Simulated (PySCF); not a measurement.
Electric field gradients and quadrupole coupling constants

C4H10O2SSi2.
Cartesian coordinates in Å at the GFN2-xTB level; atoms count from 1:
```
atom  x, y, z in Å
C1     3.522    0.149   -0.662
S2     1.897    0.584   -1.419
O3     2.084    1.883   -2.067
C4     1.085    0.984    0.218
O5     0.936   -0.141    0.985
Si6    0.048   -1.468    0.627
C7    -1.682   -0.970    0.188
C8    -2.791   -0.576   -0.097
Si9   -4.488    0.026   -0.529
H10    3.972    1.052   -0.265
H11    3.346   -0.581    0.120
H12    4.157   -0.271   -1.434
H13    0.122    1.441   -0.037
H14    1.714    1.712    0.734
H15    0.164   -2.141    1.912
H16    0.609   -2.194   -0.518
H17   -4.450    1.490   -0.571
H18   -5.410   -0.443    0.508
H19   -4.845   -0.527   -1.837
```

Field gradients from the PBE0/pcSseg-1 density (PySCF, non-relativistic), principal values in atomic units, ordered |Vxx| ≤ |Vyy| ≤ |Vzz|:

```csv
atom,Vxx,Vyy,Vzz
S2,0.8904,1.0915,-1.9819
O3,-0.5549,-1.1689,1.7238
O5,-0.5386,-1.1117,1.6504
```

Question: Find the asymmetry η = (Vxx − Vyy)/Vzz and the couplings χ = eQV/h (234.96 MHz × Q in barn × V in au), with Q(33S) = −0.0678 b, Q(17O) = −0.0256 b.

Answer: 
```json
{"atom": "S2", "environment": "sulfinyl sulfur", "nucleus": "33S", "η": "0.10", "χzz (MHz)": "31.57", "χxx (MHz)": "-14.18", "χyy (MHz)": "-17.39"}
{"atom": "O3", "environment": "sulfinyl oxygen", "nucleus": "17O", "η": "0.36", "χzz (MHz)": "-10.37", "χxx (MHz)": "3.34", "χyy (MHz)": "7.03"}
{"atom": "O5", "environment": "silyl ether oxygen", "nucleus": "17O", "η": "0.35", "χzz (MHz)": "-9.93", "χxx (MHz)": "3.24", "χyy (MHz)": "6.69"}
```

Question: What is Vzz at O5 in SI units (1 au = 9.71736 × 10²¹ V/m²)?

Answer: 1.6504 au = 16.037 × 10²¹ V/m².

Question: What couplings would deuterons (Q(2H) = 0.00286 b) have in place of the hydrogens, at this geometry?

Answer: 
```json
{"atom": "H10", "bonded to": "C1", "bond length (Å)": "1.085", "Vzz (au)": "0.3166", "η": "0.03", "χzz (kHz)": "213"}
{"atom": "H11", "bonded to": "C1", "bond length (Å)": "1.084", "Vzz (au)": "0.3170", "η": "0.04", "χzz (kHz)": "213"}
{"atom": "H12", "bonded to": "C1", "bond length (Å)": "1.085", "Vzz (au)": "0.3180", "η": "0.04", "χzz (kHz)": "214"}
{"atom": "H13", "bonded to": "C4", "bond length (Å)": "1.096", "Vzz (au)": "0.2852", "η": "0.05", "χzz (kHz)": "192"}
{"atom": "H14", "bonded to": "C4", "bond length (Å)": "1.092", "Vzz (au)": "0.2930", "η": "0.04", "χzz (kHz)": "197"}
{"atom": "H15", "bonded to": "Si6", "bond length (Å)": "1.455", "Vzz (au)": "0.1645", "η": "0.01", "χzz (kHz)": "111"}
{"atom": "H16", "bonded to": "Si6", "bond length (Å)": "1.467", "Vzz (au)": "0.1536", "η": "0.04", "χzz (kHz)": "103"}
{"atom": "H17", "bonded to": "Si9", "bond length (Å)": "1.465", "Vzz (au)": "0.1591", "η": "0.01", "χzz (kHz)": "107"}
{"atom": "H18", "bonded to": "Si9", "bond length (Å)": "1.465", "Vzz (au)": "0.1594", "η": "0.01", "χzz (kHz)": "107"}
{"atom": "H19", "bonded to": "Si9", "bond length (Å)": "1.464", "Vzz (au)": "0.1600", "η": "0.01", "χzz (kHz)": "108"}
```

The structure is a single GFN2-xTB conformer in the gas phase; no vibrational or solvent corrections. GFN2-xTB frequencies show an imaginary mode (26i cm⁻¹), so this geometry is no minimum at that level. GFN2-xTB bond lengths can be off by several hundredths of an ångström, more for odd bonds, and the gradients follow them. These gradients aren't converged with respect to the basis.

The run behind these numbers computed NMR shieldings as well. On one thread of an Arm Neoverse N1, shared host with 64 logical CPUs at a one-minute load of 60, this took 1.9 min (with the writing of density and orbital grids) and 0.99 GiB of memory at its peak.
